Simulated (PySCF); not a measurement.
**Electron correlation in Tl⁺ (thallium, charge +1)**

[Xe] 4f14 5d10 6s2, closed-shell 1S. Calculation: PySCF 2.14, in aug-cc-pVDZ-PP with ECP60MDF (5s4p3d, 32 functions); scalar relativity through the core potential. Frozen: 5s2 5p6 5d10; 2 electrons correlated.

Total MP2 correlation energy: -17.37 mhartree.

Same-spin part 0.00 and opposite-spin part -17.37 mhartree; SCS-MP2 scales them by 1/3 and 6/5 to -20.84 mhartree.

With two correlated electrons CCSD is exact within the correlated space (frozen core and kept virtual orbitals).

| level | correlation energy (mhartree) |
| --- | --- |
| CCSD | -25.59 |

Diagnostics: T1 = 0.0022, D1 = 0.0031, largest double amplitude 0.074.

Task: Is a single reference adequate?

Result: Mostly. T1 lies below 0.03, but a double amplitude of this size points to a near-degeneracy that CCSD handles and MP2 describes poorly.
